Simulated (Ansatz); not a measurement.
Cl$_{3}$HNNb (`[NH]=[Nb]([Cl])([Cl])[Cl]`), relaxed with RKS PBE0-D4/def2-TZVP in Ansatz from a PBE-D4/def2-SVP geometry. The force threshold is 0.005 eV/Å; the program also tests the step.

Charge 0, multiplicity 1. Nb takes the def2 core potential.

Start:

```xyz
6

N     0.288    0.975    0.848
Nb   -0.088   -0.309   -0.268
Cl    1.901   -0.966   -1.226
Cl   -1.059   -1.996    0.963
Cl   -1.550    0.563   -1.820
H     0.509    1.733    1.503
```

| step | energy (eV) | largest force (eV/Å) | largest move (Å) |
| --- | --- | --- | --- |
| 1 | -40618.8223 | 0.593 | 0.000 |
| 2 | -40618.8487 | 0.191 | 0.037 |
| 3 | -40618.8514 | 0.022 | 0.009 |
| 4 | -40618.8515 | 0.009 | 0.002 |
| 5 | -40618.8515 | 0.002 | 0.001 |

End:

```xyz
6

N     0.285    0.969    0.841
Nb   -0.088   -0.301   -0.261
Cl    1.877   -0.959   -1.215
Cl   -1.045   -1.980    0.952
Cl   -1.533    0.557   -1.805
H     0.504    1.714    1.488
```

Run time 25 s (4 threads of an Arm Neoverse V1 on a shared host); peak host memory 0.59 GiB.
